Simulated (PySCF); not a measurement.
Computed, not measured: delta-SCF UKS SCAN, pcX-2 on the ionised atom, pcseg-1 elsewhere, spin-free X2C (PySCF). Geometries: PBE0-D3(BJ)/def2-SVP; isolated species, one conformer each. Values against the vacuum level. 2p3/2 and 2p1/2 are the ΔSCF energy of one spin-free 2p hole plus the eigenvalues of a spin–orbit and ligand-field matrix of the shell.

Question: Rank by computed C 1s binding energy, lowest first.
A. C2 in `[CH3:1][C:2]#[C:3][C@@H:4]1[CH2:5][Si@@H:6]([NH2:7])[O:8][SiH2:9]1`
B. C8 in `[CH3:1][SiH2:2][NH:3][SiH2:4][c:5]1[cH:6][cH:7][cH:8][o:9]1`
C. C5 in `[CH:1]#[C:2][Si@@H:3]1[CH2:4][CH2:5][Si@@H:6]([NH:7][CH3:8])[O:9]1`
D. Carbon in `FC#CF`

Answer: A (289.67 eV), C (290.01 eV), B (291.55 eV), D (293.96 eV).

From the lowest up, the atoms are bonded to: C (triple bond) and C (289.67); C, 2 H and Si (290.01); O (aromatic in the SMILES), C (aromatic in the SMILES) and H (291.55); F and C (triple bond) (293.96).

Question: Order these sites by rising Si 2p3/2 binding energy.
A. Si6 in `[CH:1]#[C:2][Si@@H:3]1[CH2:4][CH2:5][Si@@H:6]([NH:7][CH3:8])[O:9]1`
B. Silicon in `N[SiH2][SeH]`
C. Si2 in `[CH3:1][SiH2:2][NH:3][SiH2:4][c:5]1[cH:6][cH:7][cH:8][o:9]1`

Answer: C (106.63 eV), A (106.91 eV), B (107.26 eV).

From the lowest up, the atoms are bonded to: N, C and 2 H (106.63); O, N, C and H (106.91); N, Se and 2 H (107.26).
